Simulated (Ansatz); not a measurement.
H12Si5 (`[SiH3][Si]([SiH3])([SiH3])[SiH3]`), relaxed with RKS PBE-D4/def2-SVP in Ansatz from a rough embedded geometry. The force threshold is 0.03 eV/Å; the program also tests the step.

Charge 0, multiplicity 1.

Start:

```xyz
17

Si   -2.001    0.928   -0.069
Si    0.002    0.010   -0.011
Si    0.422   -0.611    2.071
Si    1.518    1.524   -0.589
Si    0.096   -1.763   -1.354
H    -3.088   -0.083    0.322
H    -2.138    2.094    0.802
H    -2.376    1.331   -1.457
H     1.801   -1.265    2.201
H    -0.543   -1.645    2.562
H     0.387    0.530    3.005
H     2.892    0.934   -0.585
H     1.435    2.716    0.171
H     1.249    1.935   -2.083
H    -0.171   -1.386   -2.763
H     1.433   -2.432   -1.296
H    -0.918   -2.817   -0.927
```

(1) By how much does the energy fall, and how many steps does the optimiser take? (An estimate is asked.)

(2) Which bonds change most? (Best estimate.)

(3) Give the relaxed structure. (An estimate is asked.)

## Answers

(1) Computed: 0.63 eV, in 2 steps.

(2) The calculation gave: Si1–Si2 from 2.204 to 2.353 Å; Si2–Si3 from 2.213 to 2.353 Å; Si2–Si4 from 2.219 to 2.353 Å; Si2–Si5 from 2.227 to 2.353 Å.

(3) Computed: 
```xyz
17

Si   -2.150    0.951   -0.096
Si    0.001    0.000   -0.004
Si    0.463   -0.665    2.205
Si    1.594    1.591   -0.689
Si    0.095   -1.878   -1.419
H    -3.182   -0.057    0.340
H    -2.234    2.149    0.815
H    -2.468    1.392   -1.501
H     1.835   -1.281    2.292
H    -0.552   -1.680    2.664
H     0.409    0.522    3.132
H     2.983    1.011   -0.616
H     1.538    2.814    0.190
H     1.320    2.009   -2.111
H    -0.185   -1.469   -2.842
H     1.461   -2.511   -1.359
H    -0.929   -2.900   -1.000
```
